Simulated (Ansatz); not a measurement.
```
atom   x (Å)   y (Å)    z (Å)
  Cl  0.0000  0.0000  -0.6144
   F  0.0000  0.0000   1.1605
```

Basis set: def2-TZVP (spherical functions). Left uncorrelated: 6 orbitals. Charge 0, multiplicity 1.

Computed with Ansatz (development build ahead of 0.2.0); each method stands on the lowest determinant of its kind that the runs found. Restricted open shells among the atoms or ions are ROHF, correlated in semicanonical orbitals with singles.

The atomization energy at this shape (free ground-state atoms in the same class of orbitals less the molecule, no zero-point energy) of singlet ClF:

```json
{"method": "RHF", "atomization energy": "3.13 kcal/mol"}
```

Q: What does RHF-MP2 give?

A: 56.22 kcal/mol. Caution: the shape is not the minimum.
